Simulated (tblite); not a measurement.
Species: C6H11NOSi.
Cartesian coordinates in Å at the GFN2-xTB level; atoms count from 1:
```xyz
20
C6H11NOSi angstrom
C     -3.0731   -0.2281    0.4942
C     -1.9386   -0.8850    0.6915
Si    -0.7914   -0.4172   -0.7224
N      0.6382    0.4283   -0.2916
C      1.8546   -0.2415    0.0102
C      2.9974   -0.2696   -0.9661
C      3.0974    0.5376    0.3004
O     -1.8493    0.6797   -1.3295
C     -3.1026    0.6647   -0.7070
H     -3.9600   -0.2756    1.1086
H     -1.7928   -1.5596    1.5167
H     -0.6011   -1.5116   -1.6837
H      0.7927    1.3253   -0.7286
H      1.6701   -1.1399    0.5841
H      3.5865   -1.1690   -1.0536
H      2.8769    0.2666   -1.8951
H      3.7575    0.1927    1.0811
H      3.0516    1.6129    0.2154
H     -3.3685    1.6921   -0.4285
H     -3.8508    0.3080   -1.4282
```

Computed with GFN2-xTB (tblite): harmonic, unscaled wavenumbers at the GFN2-xTB geometry, gas phase. The method is semi-empirical: single wavenumbers can be off by several per cent or more. Modes of hydrogen on silicon can be 10 to 20 % off. One conformer, not necessarily the lowest.

Harmonic wavenumbers (cm⁻¹): 33.4, 47.0, 90.4, 124.6, 207.6, 237.9, 322.0, 379.2, 396.2, 471.3, 486.3, 621.0, 676.4, 695.7, 730.5, 770.0, 798.4, 812.6, 839.6, 848.4, 902.8, 953.8, 961.1, 969.3, 986.2, 1016.9, 1053.5, 1065.5, 1074.6, 1095.7, 1137.2, 1152.6, 1176.3, 1199.5, 1244.8, 1269.4, 1275.9, 1301.4, 1413.0, 1434.1, 1462.8, 1486.5, 1648.9, 2203.5, 2866.2, 2905.5, 3053.5, 3066.2, 3087.9, 3089.9, 3093.0, 3112.2, 3113.5, 3437.8.

A = 4259, B = 686.8, C = 649.9 MHz; mass 141.061 u (most abundant isotopes); point group C1, symmetry number 1.

Q: What is the zero-point energy?

A: ½Σν̃ = 34950 cm⁻¹ = 99.93 kcal/mol.

Q: What is S at 298.15 K and 1 bar for an ideal gas of classical rigid rotors and harmonic oscillators?

A: Translation 40.77, rotation 29.52, vibration 29.50: S = 99.8 cal/(mol K).

Q: And Cp and H(298.15 K) − H(0)?

A: Cp = 38.95 cal/(mol K), of which vibrations give 31.00 (their classical limit is 54 R = 107.3); H(298.15 K) − H(0) = 6.83 kcal/mol without the zero-point energy, 4.46 from vibrations.

Q: What must be added to the electronic energy to get the Gibbs energy at 298.15 K and 1 bar?

A: ZPE + [H(298.15 K) − H(0)] − T·S = 99.93 + 6.83 − 29.75 = 77.01 kcal/mol.

Q: Blend soft modes into free rotors: weight 1/[1 + (100 cm⁻¹/ν̃)⁴] for the oscillator and the rest for a rotor with moment μB/(μ + B), μ = h/(8π²ν), B = 10⁻⁴⁴ kg m². What vibrational entropy results?

A: 26.06 cal/(mol K) in place of 29.50, which changes −T·S at 298.15 K by +1.02 kcal/mol.

Q: Which modes carry the vibrational entropy at 298.15 K?

A: 33.4 cm⁻¹: 5.62; 47.0 cm⁻¹: 4.94; 90.4 cm⁻¹: 3.65; 124.6 cm⁻¹: 3.03; 207.6 cm⁻¹: 2.06; 237.9 cm⁻¹: 1.82 cal/(mol K); the other 48 give 8.38 together.

Hindered rotation and anharmonicity are outside this model. Other conformers, if any are populated, would add a mixing term that is left out. The structure is chiral; the term R ln 2 for an equal mix with its mirror image is left out.
